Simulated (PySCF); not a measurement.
Compound: CH₈GeN₂.
Bonds: N1–C2, C2–Ge3, Ge3–N4. Hydrogens: H5, H6 on N1; H7, H8 on C2; H9, H10 on Ge3; H11, H12 on N4.

The calculation used core-valence-separated Tamm–Dancoff BHandHLYP/aug-pcX-1 (pcseg-1 on H, def2-SVPD on Ge) in PySCF, non-relativistic, gas phase, PBE0-D3(BJ)/def2-SVP geometry. Absolute energies from this functional tend to lie a few eV below measured edges; no shift was applied.

Task: Give energies, oscillator strengths and core holes at the C K edge.

Result: 
| E (eV) | f | core hole on | main final orbital |
| --- | --- | --- | --- |
| 285.88 | 0.0137 | C2 | LUMO+1 (41 %) |
| 286.31 | 0.0029 | C2 | LUMO+1 (38 %) |
| 286.53 | 0.0408 | C2 | spread |
| 286.74 | 0.0344 | C2 | LUMO+3 (32 %) |
| 287.59 | 0.0018 | C2 | LUMO+2 (46 %) |
| 287.98 | 0.0024 | C2 | LUMO+5 (51 %) |
| 288.28 | 0.0005 | C2 | LUMO+6 (73 %) |

The first line with a tenth or more of the strongest one's intensity is at 285.88 eV (f = 0.014), with the hole on C2 (sp3 carbon bound to nitrogen). The strongest listed is at 286.53 eV (f = 0.041; C2).

Task: List the nitrogen K-edge absorption lines.

Result: 
| E (eV) | f | core hole on | main final orbital |
| --- | --- | --- | --- |
| 398.78 | 0.0072 | N4 | LUMO (64 %) |
| 399.27 | 0.0093 | N1 | LUMO (55 %) |
| 399.96 | 0.0384 | N4 | LUMO+2 (32 %) |
| 400.08 | 0.0323 | N4 | LUMO+5 (35 %) |
| 400.34 | 0.0236 | N1 | LUMO+1 (36 %) |
| 400.66 | 0.0167 | N4 | spread |
| 400.92 | 0.0224 | N1 | spread |
| 401.16 | 0.0095 | N1 | LUMO+2 (30 %) |
| 401.32 | 0.0036 | N4 | spread |
| 401.50 | 0.0050 | N1 | LUMO+3 (55 %) |
| 401.51 | 0.0017 | N4 | spread |

The first line with a tenth or more of the strongest one's intensity is at 398.78 eV (f = 0.007), with the hole on N4 (nitrogen bonded to Ge and 2 H). The strongest listed is at 399.96 eV (f = 0.038; N4).

Roots within 0.03 eV whose holes lie on the same, on equivalent or on shared atoms are summed into one line, and the highest roots are left out, as the search may have cut off their partners. Final orbitals are the ground state's empty Kohn–Sham orbitals.

Task: What is the summed oscillator strength of the listed C K lines, and their intensity-weighted mean energy?

Result: Σf = 0.097 over 7 lines from 285.88 to 288.28 eV; the weighted mean is 286.57 eV. The strongest line holds 42 % of the sum.

The list ends where the root search ended, not at a threshold. Relativistic effects, spin–orbit coupling among them, are left out although an element past zinc is present.

On one thread of an Arm Neoverse N1 (shared host), this took 18 s of wall time and 0.77 GiB of memory at its peak.

The values belong to the conformer `[NH2:1][CH2:2][GeH2:3][NH2:4]`: N1–C2–Ge3–N4 -36°, H–N1–C2–Ge3 180°, H–N1–C2–Ge3 62°, H–N4–Ge3–C2 82°, H–N4–Ge3–C2 -155°.
